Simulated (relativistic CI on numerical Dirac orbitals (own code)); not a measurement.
**What each ingredient does to the levels of Tm VI**

Base calculation: Dirac-Coulomb-Breit CI, orbitals from a KLI potential per configuration, QED by a radiative potential, valence Slater integrals scaled by 0.85, P86 correlation energy added to each configuration.

Configurations in the expansion (outside the closed core [Kr] 4d10): 4f¹¹5s²5p⁵, 4f¹⁰5s²5p⁶, 4f¹³5s²5p³, 4f¹²5s²5p⁴, 4f¹¹5s5p⁶, 4f⁹5s²5p⁶6s, 4f¹³5p⁵, 4f¹²5s5p⁵, 4f¹³5s5p⁴, 4f¹²5p⁶, 4f¹²5s²5p³6s, 4f¹⁰5s5p⁶6s, 4f¹¹5p⁶6s, 4f¹¹5p⁶6p, 4f¹²5p⁵6s. The list is cut by size and lacks configurations that can hold low levels.

Variants: (1) self-excluded LDA correlation estimate; (2) valence Slater integrals scaled by 0.75; (3) configuration mixing switched off; (4) non-relativistic limit. Shifts of the energy above 4f¹⁰5s²5p⁶ ⁵I8, in cm⁻¹, for the lowest level and the first level of each name with at least 55 % of one term (blank where a level changes its place among those of its configuration and J or its character, or is not in the variant):

| Level | Base | Δ(1) | Δ(2) | Δ(3) | Δ(4) |
| --- | --- | --- | --- | --- | --- |
| 4f¹⁰5s²5p⁶ ⁵I8 | 0.0 | 0.0 | 0.0 | 0.0 | 0.0 |
| 4f¹⁰5s²5p⁶ ⁵I7 | 7149.6 | 0.0 | +108.8 | -9.5 | -7149.6 |
| 4f¹⁰5s²5p⁶ ⁵I6 | 11838.0 | 0.0 | -67.5 | +1.5 | -11838.0 |
| 4f¹⁰5s²5p⁶ ⁵I5 | 15085.9 | -0.1 | -445.8 | +18.5 | -15085.8 |
| 4f¹⁰5s²5p⁶ ⁵I4 | 17888.1 | -0.1 | -343.0 | +17.6 | -17888.1 |
| 4f¹⁰5s²5p⁶ ⁵F5 | 20298.7 | -0.7 | -1960.8 | +119.0 | -2590.5 |
| 4f¹⁰5s²5p⁶ ³K8 | 24120.8 | -0.1 | -2283.4 | +3.6 | -2736.9 |
| 4f¹⁰5s²5p⁶ ⁵F4 | 24896.3 | -0.8 | -2109.4 | +136.2 | -7188.2 |
| 4f¹⁰5s²5p⁶ ⁵F3 | 27637.3 | -0.7 | -2087.1 | +129.0 | -9929.2 |
| 4f¹⁰5s²5p⁶ ⁵F1 | 29408.6 | -0.8 | -2316.7 | +128.4 | -11700.5 |
| 4f¹⁰5s²5p⁶ ³K7 | 30721.4 | -0.2 | -2336.9 | +9.3 | -9337.6 |
| 4f¹⁰5s²5p⁶ ³L9 | 33387.5 | +0.1 | -3242.1 | -44.7 | -3321.9 |
| 4f¹⁰5s²5p⁶ ³K6 | 35926.7 | -0.3 | -2468.7 | +24.8 |  |
| 4f¹⁰5s²5p⁶ ⁵G5 | 35957.0 | -0.9 | -2825.7 | +145.8 | -8136.5 |

At this charge configurations can still be misplaced by up to about 7 % of their energy. Levels and lines within the n = 5 or 6 shells can be off by up to 10 % or somewhat more, and those that change n by about 2 %, since core polarisation is missing. The computed lowest level isn't the tabulated ground level, which NIST ASD gives as 4f11 5p5 5I8.

Ionisation energy from the two ground configurations alone: base 92.65 eV; self-excluded LDA correlation estimate 92.94 eV; valence Slater integrals scaled by 0.75 92.82 eV. The NIST ASD value (theoretical) is 98 eV. The gap of more than 2 % comes from missing correlation, or from a tabulated value that is itself an estimate.

LS names give the leading component of a level, which can be under half, so a name can repeat, a term be missing and a line seem to break the LS rules.
